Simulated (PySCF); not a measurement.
Si(NH2)(SH) (H3NSSi), SMILES N[Si]S (connectivity only; charge and spin as stated), neutral, multiplicity 1. Geometry optimised at r2SCAN-D4/def2-TZVP. Other conformers were not sampled.

The numbers are results of PySCF with r2SCAN-D4/def2-TZVP, not measurements.

Harmonic wavenumbers (cm⁻¹): 239, 290, 469, 487, 511, 713, 810, 866, 1582, 2701, 3536, 3644. Rotational constants (GHz): 18.39, 4.457, 3.588; symmetry number 1.

**Question.** Work out the zero-point energy and the ideal-gas rigid-rotor harmonic-oscillator thermochemistry at 298.15 K and 1 atm.

**Answer.** ZPE = ½ Σ hcν = ½ × 15848 cm⁻¹ = 94.79 kJ/mol. H − E(el) = 109.64 kJ/mol. Entropy in J/(mol K): translation 162.95, rotation 102.53, vibration 25.12, total 290.60. G − E(el) = 23.00 kJ/mol. Cp = 72.34 J/(mol K).
